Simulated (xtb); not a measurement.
Si(F)(Cl)(Me)(OH) (CH₄ClFOSi), SMILES C[Si](O)(F)Cl. All values are semi-empirical tight-binding results from xtb (GFN2-xTB unless named), good for trends rather than for accurate numbers. Geometry: GFN2-xTB. This is a generated structure with no PubChem entry under its InChIKey; it may be hypothetical. One conformer was computed; it need not be the lowest.

The orbital gap is 7.75 eV. The dipole moment is 1.64 D and the zero-point energy comes out as 34.1 kcal/mol. The G − E(el) at 298.15 K (modified RRHO) is 13.9 kcal/mol and the static polarisability (D4 model) comes out as 67.0 bohr³. The solvation energy, GFN2-xTB/ALPB(water) is -5.7 kcal/mol and the solvation energy, GFN2-xTB/ALPB(octanol) is -6.0 kcal/mol.
